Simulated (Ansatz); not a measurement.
C9H21NO (relaxed from a model of N-butyl-N-methylpyrrolidinium hydroxide, whose bonding it doesn't keep) was relaxed with PBE0-D4 (def2-SVP) in Ansatz in these states: charge -1 doublet, neutral singlet. The geometries follow in no particular order.

A:

```xyz
32

C     3.080    0.329   -2.824
C     2.184   -0.506   -1.924
C     1.415    0.313   -0.891
C     0.574   -0.598   -0.027
N    -0.320    0.178    0.930
C     0.410    1.149    1.784
C    -1.039   -0.805    1.812
C    -2.364   -0.150    2.138
C    -2.748    0.426    0.779
C    -1.426    0.896    0.175
H     2.498    1.082   -3.380
H     3.608   -0.292   -3.564
H     3.844    0.872   -2.242
H     1.455   -1.073   -2.526
H     2.790   -1.265   -1.398
H     0.773    1.029   -1.441
H     2.157    0.946   -0.348
H     1.228   -1.190    0.642
H    -0.670   -1.448   -0.790
H     1.197    0.608    2.326
H    -0.271    1.637    2.498
H     0.874    1.911    1.146
H    -1.200   -1.686    1.176
H    -0.397   -1.057    2.667
H    -2.259    0.633    2.908
H    -3.092   -0.883    2.515
H    -3.132   -0.384    0.142
H    -3.494    1.232    0.834
H    -1.263    1.978    0.272
H    -1.341    0.602   -0.877
O    -1.622   -1.810   -1.063
H    -1.450   -2.674   -1.451
```

B:

```xyz
32

C    -2.6491   -3.1954    0.6367
C    -2.0083   -1.8955    1.0998
C    -0.7855   -1.4851    0.2834
C    -0.2096   -0.2002    0.8368
N     0.9048    0.3649   -0.0203
C     2.0546   -0.5608   -0.2446
C     1.4069    1.6246    0.6302
C     1.9317    2.5156   -0.4786
C     1.2743    2.0108   -1.7605
C     0.3823    0.8515   -1.3452
H    -2.9769   -3.1229   -0.4143
H    -3.5331   -3.4605    1.2408
H    -1.9405   -4.0391    0.6959
H    -2.7383   -1.0704    1.0613
H    -1.7167   -1.9869    2.1626
H    -1.1166   -1.3375   -0.7631
H    -0.0912   -2.3620    0.2415
H     0.2794   -0.4036    1.8102
H    -1.5064    1.0041    0.7247
H     2.4584   -0.8312    0.7478
H     2.8471   -0.0543   -0.8447
H     1.6867   -1.4425   -0.7950
H     0.5317    2.0482    1.1401
H     2.1860    1.3176    1.3729
H     3.0534    2.3889   -0.5612
H     1.6767    3.5703   -0.2660
H     0.6711    2.7903   -2.2592
H     2.0749    1.6325   -2.4626
H     0.4225   -0.0039   -2.0583
H    -0.6569    1.1505   -1.1538
O    -2.2310    1.7060    0.4714
H    -1.6824    2.4758    0.2711
```

Problem. Judge from the bond lengths which geometry belongs to which state (an estimate).

Solution. A is the neutral singlet (C9–H28 1.099 Å, C8–H25 1.104 Å, C7–H24 1.098 Å); B is the charge -1 doublet (C9–H28 1.130 Å, C8–H25 1.132 Å, C7–H24 1.119 Å).

At PBE0-D4/def2-SVP the highest occupied level of the relaxed charge -1 doublet lies above zero (up to 3.26 eV). By energy differences it is unbound by 1.58 eV (each at its own geometry, against the charge 0 singlet, at PBE0-D4/def2-TZVP) and held by the finite basis.
